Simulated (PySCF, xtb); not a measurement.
H6N3OTa, SMILES [NH2][Ta]([OH])(=[NH])[NH2], multiplicity 1. One conformer was computed; it need not be the lowest.

Harmonic wavenumbers (cm⁻¹) from GFN2-xTB in xtb at its own minimum, in rising order: 121, 125, 134, 153, 166, 240, 283, 334, 342, 376, 392, 458, 473, 486, 534, 541, 571, 580, 887, 1532, 1534, 3386, 3388, 3430, 3441, 3442, 3683.

### Question
What does PBE0-D3(BJ)/def2-SVP (PySCF) give at its own minimum? (The exact figures need the calculation; the answer reports its results.)

### Answer
169, 174, 183, 191, 203, 279, 295, 375, 424, 440, 475, 561, 565, 574, 590, 670, 675, 705, 999, 1516, 1519, 3582, 3585, 3688, 3688, 3704, 3988. Paired by order, the mean absolute difference is 105 cm⁻¹ and the zero-point energies are 44.4 and 48.3 kcal/mol.
